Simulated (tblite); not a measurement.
Compound: C₄H₄BF₃Si.
SMILES with atom numbers: `[F:1][C:2]([F:3])=[C:4]([F:5])[BH:6][C:7]#[C:8][SiH3:9]` (hydrogens: H10 on B6; H11, H12, H13 on Si9)

Computed with GFN2-xTB (tblite), gas phase: L-BFGS steps from a force-field or distance-geometry start until the largest atomic force falls under 0.01 eV/Å.

Step 16: E = -752.5554 eV
```
atom  x, y, z in Å  |  force x, y, z in eV/Å
F1     -4.0342    0.9720    0.4446    0.032   0.056  -0.045
C2     -3.0486    0.1591    0.0894   -0.031  -0.022  -0.059
F3     -3.0970   -0.9529    0.8192   -0.045  -0.041   0.013
C4     -2.0946    0.3527   -0.8170    0.004   0.022  -0.025
F5     -2.0905    1.5140   -1.5097   -0.019   0.058   0.097
B6     -0.9375   -0.6836   -1.0436   -0.142  -0.105   0.046
C7      0.4636   -0.2963   -0.7472   -0.117  -0.035  -0.088
C8      1.5948   -0.0813   -0.3627    0.072   0.003   0.032
Si9     3.3041    0.1676    0.2805    0.226   0.034   0.096
H10    -1.2003   -1.7905   -1.3069   -0.025  -0.044  -0.008
H11     4.1670    0.2544   -0.8938    0.060   0.066  -0.054
H12     3.6669   -1.0043    1.0814   -0.048   0.015   0.017
H13     3.3019    1.3894    1.0868    0.033  -0.006  -0.020
```

Step 17: E = -752.5587 eV
```
atom  x, y, z in Å  |  force x, y, z in eV/Å
F1     -4.0317    0.9793    0.4363    0.021   0.063  -0.032
C2     -3.0513    0.1558    0.0907   -0.041  -0.003  -0.069
F3     -3.1204   -0.9542    0.8230   -0.006  -0.008  -0.044
C4     -2.0915    0.3473   -0.8111   -0.025  -0.009   0.007
F5     -2.0777    1.5139   -1.4971   -0.028   0.015   0.122
B6     -0.9363   -0.6902   -1.0391   -0.118  -0.044   0.021
C7      0.4629   -0.2888   -0.7501   -0.037  -0.078  -0.050
C8      1.5955   -0.0784   -0.3644    0.023   0.001   0.001
Si9     3.3071    0.1699    0.2774    0.144   0.022   0.033
H10    -1.1940   -1.7957   -1.3115   -0.025  -0.047   0.008
H11     4.1714    0.2548   -0.8942    0.072   0.071  -0.074
H12     3.6634   -0.9997    1.0772   -0.023  -0.049   0.057
H13     3.2983    1.3863    1.0839    0.044   0.065   0.020
```

Step 18: E = -752.5611 eV
```
atom  x, y, z in Å  |  force x, y, z in eV/Å
F1     -4.0294    0.9850    0.4303    0.007   0.064  -0.019
C2     -3.0541    0.1533    0.0903   -0.050   0.007  -0.058
F3     -3.1354   -0.9550    0.8246    0.009   0.013  -0.080
C4     -2.0900    0.3439   -0.8077   -0.040  -0.035   0.026
F5     -2.0704    1.5147   -1.4868   -0.027  -0.002   0.123
B6     -0.9376   -0.6955   -1.0355   -0.045   0.005   0.000
C7      0.4622   -0.2855   -0.7528    0.048  -0.099  -0.001
C8      1.5959   -0.0767   -0.3653   -0.024  -0.007  -0.026
Si9     3.3119    0.1717    0.2760    0.032   0.007  -0.035
H10    -1.1910   -1.8002   -1.3143   -0.030  -0.045   0.021
H11     4.1758    0.2567   -0.8959    0.072   0.070  -0.069
H12     3.6606   -0.9975    1.0757   -0.005  -0.080   0.075
H13     3.2971    1.3855    1.0824    0.053   0.103   0.042
```

**Question.** Estimate the geometry and energy of step 19. (The exact step hangs on the optimiser's Hessian estimate; all steps are aligned on step 18, rigid shifts and turns removed.)

**Answer.** E = -752.5639 eV, largest force 0.172 eV/Å
```
atom  x, y, z in Å  |  force x, y, z in eV/Å
F1     -4.0268    0.9924    0.4235   -0.009   0.053  -0.001
C2     -3.0582    0.1508    0.0889   -0.058   0.012  -0.033
F3     -3.1504   -0.9560    0.8246    0.006   0.029  -0.101
C4     -2.0892    0.3398   -0.8038   -0.042  -0.048   0.031
F5     -2.0636    1.5157   -1.4736   -0.021  -0.002   0.105
B6     -0.9399   -0.7009   -1.0322    0.050   0.033  -0.018
C7      0.4617   -0.2844   -0.7557    0.122  -0.111   0.048
C8      1.5963   -0.0753   -0.3666   -0.055  -0.014  -0.048
Si9     3.3178    0.1738    0.2740   -0.081  -0.008  -0.085
H10    -1.1888   -1.8055   -1.3165   -0.037  -0.035   0.035
H11     4.1820    0.2604   -0.8991    0.056   0.064  -0.042
H12     3.6575   -0.9968    1.0758    0.007  -0.076   0.068
H13     3.2972    1.3866    1.0816    0.061   0.104   0.040
```

The energy changes by -0.0028 eV. The first-order estimate −F·Δx gives -0.0037 eV and the mean of the old and new forces, exact on a quadratic surface, -0.0028 eV. The step makes an angle of 66° with the force vector and moves no atom by more than 0.015 Å.

What follows is the cost of the whole relaxation. Time: 1.3 s of wall time. Hardware: Arm Neoverse N1, one thread, shared host.
